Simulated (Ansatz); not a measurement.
Consider the hydrogenolysis of a C–B bond: `B/C([SiH3])=C\Cl` + H₂ → `[SiH3]/C=C/Cl` + BH₃.

Program: Ansatz. Geometries: PBE0-D4/def2-TZVP. ΔE: electronic, gas phase. CCSD(T)/CBS is the MP2 limit (def2-TZVPP, def2-QZVPP) plus CCSD(T) − MP2 in def2-TZVPP, frozen cores. This one scheme is used for every species. Double bonds are as drawn, so ΔE can hold a change between cis and trans. Functionals use def2-TZVPP.

`B/C([SiH3])=C\Cl`:

Cartesian coordinates in Å:
```
B -0.063 1.562 0.614
C -0.108 0.226 -0.153
Si 0.546 -1.318 0.674
C -0.595 0.091 -1.395
Cl -1.256 1.342 -2.368
H 0.376 1.588 1.728
H -0.454 2.576 0.121
H 0.405 -2.485 -0.240
H -0.207 -1.585 1.927
H 1.981 -1.142 1.023
H -0.624 -0.855 -1.930
```

H₂:

Cartesian coordinates in Å:
```
H 0.223 -0.266 -0.137
H -0.223 0.266 0.137
```

`[SiH3]/C=C/Cl`:

Cartesian coordinates in Å:
```
Si 0.347 -0.959 0.888
C -0.570 0.038 -0.384
C -0.068 1.169 -0.861
Cl -0.853 2.151 -2.039
H 1.624 -0.268 1.203
H -0.463 -1.095 2.127
H 0.633 -2.324 0.373
H -1.536 -0.296 -0.754
H 0.885 1.583 -0.554
```

BH₃:

Cartesian coordinates in Å:
```
B 0.000 0.000 0.000
H -0.428 -0.637 -0.914
H -0.179 -0.370 1.121
H 0.607 1.006 -0.206
```

Question: Is it downhill or uphill in electronic energy at CCSD(T)/CBS, and by how much? (Estimate.)

Answer: Computed: Uphill: ΔE = +7.7 kJ/mol.

Question: What do these levels give: PBE-D4, PBE0-D4, ωB97M-V, B2PLYP, PBE, SCS-MP2/def2-TZVPP, CCSD/def2-TZVPP, CCSD(T)/def2-TZVPP, HF/def2-QZVPP, MP2/def2-QZVPP, SCS-MP2/def2-QZVPP, MP2/CBS(def2)? (Best estimate.)

Answer: Ansatz gave: PBE-D4 21.2, PBE0-D4 12.9, ωB97M-V 7.4, B2PLYP 4.1, PBE 14.6, SCS-MP2/def2-TZVPP 4.3, CCSD/def2-TZVPP -1.1, CCSD(T)/def2-TZVPP 6.1, HF/def2-QZVPP -24.5, MP2/def2-QZVPP 14.3, SCS-MP2/def2-QZVPP 5.1, MP2/CBS(def2) 15.0 kJ/mol.

Largest T1 diagnostic among the species: 0.012.

The D4 term adds +10.6 kJ/mol with B3LYP and +5.7 kJ/mol with PBE0; it sums over pairs of atoms, weighted by their polarisabilities, and B3LYP, whose exchange is more repulsive, gets the larger term. In def2-TZVPP, CCSD(T) changes the Hartree–Fock value by +30.4 kJ/mol (the triples alone add +7.2 kJ/mol) and MP2 by +37.8 kJ/mol. From PBE to PBE0 (25 % exact exchange), in def2-TZVPP and without D4, ΔE moves by −7.5 kJ/mol.

B3LYP here is the variant with VWN-RPA as its local correlation; programs differ in this.
